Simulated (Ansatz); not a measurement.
```yaml
crystal:
  periodic: [false, false, false]
  atoms:
    - {symbol: C, position_ang: [-0.237444, 1.615713, -0.660455]}
    - {symbol: In, position_ang: [0.646376, 0.706774, 0.120831]}
    - {symbol: C, position_ang: [1.276338, -0.425564, -0.556889]}
    - {symbol: O, position_ang: [-0.493709, -0.224260, 0.924955]}
    - {symbol: Si, position_ang: [-0.889241, -1.230698, 0.547655]}
    - {symbol: H, position_ang: [-0.667359, 1.046019, -1.015839]}
    - {symbol: H, position_ang: [0.124657, 2.155969, -0.877473]}
    - {symbol: H, position_ang: [-0.661953, 1.683610, -0.194820]}
    - {symbol: H, position_ang: [0.916175, 0.906146, 1.213105]}
    - {symbol: H, position_ang: [1.659826, -0.252781, -0.886926]}
    - {symbol: H, position_ang: [0.704440, -0.779639, -1.102479]}
    - {symbol: H, position_ang: [1.430847, -0.899145, -0.044272]}
    - {symbol: H, position_ang: [-0.482556, -0.144240, 1.585770]}
    - {symbol: H, position_ang: [-0.403338, -2.025323, 0.650138]}
    - {symbol: H, position_ang: [-1.152763, -1.105351, -0.472162]}
    - {symbol: H, position_ang: [-1.673661, -1.188085, 0.869583]}
basis:
  gaussian: {orbitals: def2-TZVP}
magnetization: {spin_polarized: true, initial_magnetization: 0}
hamiltonian: {xc: {name: B97M-V}}
output: {forces: true}
```

```sh
$ ansatz run in.yaml --threads 4 --pin off --events-out ev --progress --plain --max-ram 11315MiB
```

It prints (some lines left out):

```
Functional definition: B97M-V
1635 factors; their error is unknown
mean field evaluation 1: about -17193.2062 eV, gradient 1.1e2 eV
mean field evaluation 2: about -17120.4219 eV, gradient 1.5e2 eV
mean field evaluation 4: about -17235.1767 eV, gradient 1.4e1 eV
mean field evaluation 8: about -17235.7083 eV, gradient 2.9e-1 eV
mean field evaluation 16: about -17235.6827 eV, gradient 2.8e-4 eV
mean field -17235.68269391 eV, -633.3996562357 hartree, gradient 7.3e-6 eV, S^2 0.000000; 0 other end points of the search recorded, 0 dependent functions left out
reference -17235.68278484 eV, -633.3996595776 hartree; 33, 33 occupied and 213, 213 virtual orbitals, 1635 factors
Total energy: -17235.68278484 eV, -633.3996595776 hartree
Atom 0 at    -0.237444     1.615713    -0.660455 Å, force     6.213677    -8.995723   -41.305762 eV/Å
Atom 1 at     0.646376     0.706774     0.120831 Å, force    15.711886    18.233297     8.975548 eV/Å
Atom 2 at     1.276338    -0.425564    -0.556889 Å, force   -74.129029   -43.885967    37.357400 eV/Å
Atom 3 at    -0.493709    -0.224260     0.924955 Å, force    12.104770    46.000188   -10.019595 eV/Å
Atom 4 at    -0.889241    -1.230698     0.547655 Å, force     8.003820   -37.022699   -32.286381 eV/Å
Atom 5 at    -0.667359     1.046019    -1.015839 Å, force   -12.245039   -14.622941   -14.785343 eV/Å
Atom 6 at     0.124657     2.155969    -0.877473 Å, force    23.735713    39.670454   -17.805424 eV/Å
Atom 7 at    -0.661953     1.683610    -0.194820 Å, force   -46.566716    12.186955    49.831679 eV/Å
Atom 8 at     0.916175     0.906146     1.213105 Å, force     8.344247     6.264566    28.026418 eV/Å
Atom 9 at     1.659826    -0.252781    -0.886926 Å, force    94.347413    39.659632   -79.177402 eV/Å
Atom 10 at     0.704440    -0.779639    -1.102479 Å, force    -8.431340    -6.362672    -9.027098 eV/Å
Atom 11 at     1.430847    -0.899145    -0.044272 Å, force    10.808375   -28.032609    27.325125 eV/Å
Atom 12 at    -0.482556    -0.144240     1.585770 Å, force     1.224150     8.397566    46.726404 eV/Å
Atom 13 at    -0.403338    -2.025323     0.650138 Å, force    20.137340   -32.742591     4.576377 eV/Å
Atom 14 at    -1.152763    -1.105351    -0.472162 Å, force    -4.875834     1.745202   -20.940399 eV/Å
Atom 15 at    -1.673661    -1.188085     0.869583 Å, force   -54.383432    -0.492658    22.528455 eV/Å
Dipole moment:    -0.222621    -0.343868     0.265562 e Å
```

Q: What is wrong with this run?

A: The geometry is squeezed to about two thirds of its size. The run converged. The result belongs to that input, not to the molecule as meant.
